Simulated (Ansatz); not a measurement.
`[Cl][GeH2][S][GeH3]` → `[Cl][GeH]` + `[SH][GeH3]` at 298.15 K and 1 bar (germylene formation by 1,1-elimination).

Isolated molecules relaxed with PBE0-D4/def2-TZVP in Ansatz; ΔE leaves out vibrations. CBS: MP2 limit from def2 TZ/QZ plus the TZ coupled-cluster correction, frozen cores. For Ge outer-core shells are correlated without core-valence functions, which leaves a few kJ/mol of doubt a bond. Scalar relativity is left out up to krypton. One conformer a species, not always the lowest.

```csv
species,CCSD(T)/CBS energy (Eh),H − E (kJ/mol),S (J/(mol·K))
`[Cl][GeH2][S][GeH3]`,-5012.86081,136.3,388.8
`[Cl][GeH]`,-2536.49422,29.1,264.4
`[SH][GeH3]`,-2476.30083,99.2,286.9
```

H − E and S are ideal-gas, rigid-rotor, harmonic terms from PBE0-D4/def2-TZVP, for one conformer and one mirror image of each species. 1 Eh = 2625.50 kJ/mol, R = 8.31446 J/(mol·K).

By hand: ΔE, ΔH, ΔS and ΔG.

ΔE = (-2536.49422) + (-2476.30083) − (-5012.86081) = 0.06576 Eh = 172.7 kJ/mol. Δ(H − E) = 29.1 + 99.2 − 136.3 = -8.0, so ΔH = 164.7 kJ/mol. ΔS = 264.4 + 286.9 − 388.8 = 162.5 J/(mol·K). ΔG = 164.7 − 298.15 × (162.5)/1000 = 116.3 kJ/mol.

By hand: the equilibrium constant, and the temperature at which ΔG would vanish if ΔH and ΔS stayed fixed.

log₁₀ K = −ΔG/(RT ln 10) = -20.4. ΔG = 0 at ΔH/ΔS = 1014 K.

The number of gas molecules changes by +1, which sets the sign of ΔS. A doubt of 5 kJ/mol in ΔE shifts log₁₀ K by 0.9 here. Other conformers and mirror images would add mixing entropy, several J/(mol·K) or more a flexible species. Modes under 60 cm⁻¹, often nearly free rotors, make the harmonic entropy too high. These are equilibria of isolated gas molecules and say nothing of rates. Largest T1 diagnostic: 0.013 (customary marks: 0.02 for closed shells, 0.045 for open ones).
